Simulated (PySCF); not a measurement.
Species: pentafluorochloroethane, C₂ClF₅.
SMILES with atom numbers: `[F:1][C:2]([F:3])([F:4])[C:5]([F:6])([F:7])[Cl:8]`

The same species was optimised twice, with GFN2-xTB and with PBE0-D3(BJ)/def2-SVP (PySCF), and the same property calculations (PySCF, gas phase) were run on both structures.

```csv
coordinate,GFN2-xTB,PBE0-D3(BJ)/def2-SVP,change
C5–Cl8 (Å),1.775,1.759,-0.016
C5–F7 (Å),1.336,1.328,-0.008
C5–F6 (Å),1.336,1.328,-0.008
C2–C5 (Å),1.554,1.547,-0.007
C2–F3 (Å),1.328,1.322,-0.006
C2–F4 (Å),1.328,1.323,-0.005
F1–C2 (Å),1.329,1.325,-0.004
F1–C2–C5 (°),111.0,108.8,-2.2
F6–C5–F7 (°),107.2,108.7,+1.5
C2–C5–F7 (°),109.7,108.5,-1.2
F3–C2–F4 (°),108.2,109.3,+1.1
C2–C5–F6 (°),109.7,108.6,-1.1
C2–C5–Cl8 (°),109.8,110.8,+1.0
F1–C2–F3 (°),108.1,109.0,+0.9
F1–C2–F4 (°),108.1,109.0,+0.9
F1–C2–C5–F6 (°),59,58,-1
```

Rotational constants: A = 2331, B = 1519, C = 1352 MHz (GFN2-xTB) against A = 2363, B = 1535, C = 1380 MHz (PBE0-D3(BJ)/def2-SVP). Point groups within 0.08 Å: Cs and Cs.

On the GFN2-xTB structure: HOMO (eV) -10.22 [PBE0/pcSseg-1]; LUMO (eV) -0.27 [PBE0/pcSseg-1]; dipole (D) 0.32 [PBE0/pcSseg-1]; GIAO shielding of F1/F3/F4 (mean) (ppm) 269.2 [PBE0/pcSseg-1]; GIAO shielding of C2 (ppm) 60.5 [PBE0/pcSseg-1]; GIAO shielding of C5 (ppm) 53.6 [PBE0/pcSseg-1]; GIAO shielding of F6/F7 (mean) (ppm) 254.3 [PBE0/pcSseg-1]; GIAO shielding of Cl8 (ppm) 618.6 [PBE0/pcSseg-1].

What do these properties become on the PBE0-D3(BJ)/def2-SVP structure?

```csv
property,level,on GFN2-xTB,on PBE0-D3(BJ)/def2-SVP,change
HOMO (eV),PBE0/pcSseg-1,-10.22,-10.18,+0.04
LUMO (eV),PBE0/pcSseg-1,-0.27,-0.01,+0.26
dipole (D),PBE0/pcSseg-1,0.32,0.30,-0.02
"energy, GFN2-xTB geometry as zero (kcal/mol)",PBE0/pcSseg-1,0.0,-0.5,-0.5
GIAO shielding of F1/F3/F4 (mean) (ppm),PBE0/pcSseg-1,269.2,275.3,+6.1
GIAO shielding of C2 (ppm),PBE0/pcSseg-1,60.5,61.9,+1.4
GIAO shielding of C5 (ppm),PBE0/pcSseg-1,53.6,56.7,+3.1
GIAO shielding of F6/F7 (mean) (ppm),PBE0/pcSseg-1,254.3,261.3,+7.0
GIAO shielding of Cl8 (ppm),PBE0/pcSseg-1,618.6,642.6,+24.0
```

The heavy atoms differ by 0.028 Å rms after alignment. Among bonds between heavy atoms C5–Cl8 changes most (-0.016 Å). Changes are differences of the printed values. Neither structure is proved a minimum here.

Shape of the structure used: `[F:1][C:2]([F:3])([F:4])[C:5]([F:6])([F:7])[Cl:8]`: F1–C2–C5–F6 58°.
